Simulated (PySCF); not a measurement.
From results back to the method.

Compound: C₂H₁₀OSi₂.
Bonds: C1–O2, O2–C3, C3–Si4, Si4–Si5. Hydrogens: H6, H7, H8 on C1; H9, H10 on C3; H11, H12 on Si4; H13, H14, H15 on Si5.

The closed-shell ground state was solved 5 times with PySCF (density fitting, gas phase), always with PBE0, in these basis sets: 6-311+G(2d,p), 6-31G*, IGLO-III, aug-cc-pVDZ and cc-pVTZ. One conformer (not necessarily the lowest) at the PBE0-D3(BJ)/def2-SVP geometry, without solvent, vibrations or thermal averaging.

| row | total energy (Eh) | HOMO (eV) | LUMO (eV) | dipole (D) |
| --- | --- | --- | --- | --- |
| P | -735.9346 | -7.46 | 0.66 | 1.83 |
| Q | -736.0568 | -7.68 | 0.33 | 1.72 |
| R | -735.9933 | -7.69 | -0.17 | 1.68 |
| S | -736.0424 | -7.71 | -0.04 | 1.72 |
| T | -736.0606 | -7.70 | 0.22 | 1.69 |

Problem. Which basis belongs to which row?

Solution. P = 6-31G*, Q = cc-pVTZ, R = aug-cc-pVDZ, S = 6-311+G(2d,p), T = IGLO-III. From the lowest total energy up: IGLO-III (293 functions) 0 eV; cc-pVTZ (298 functions) +0.11 eV; 6-311+G(2d,p) (211 functions) +0.50 eV; aug-cc-pVDZ (213 functions) +1.83 eV; 6-31G* (98 functions) +3.43 eV.

Shape of the structure used: `[CH3:1][O:2][CH2:3][SiH2:4][SiH3:5]`: C1–O2–C3–Si4 178°, O2–C3–Si4–Si5 -45°.
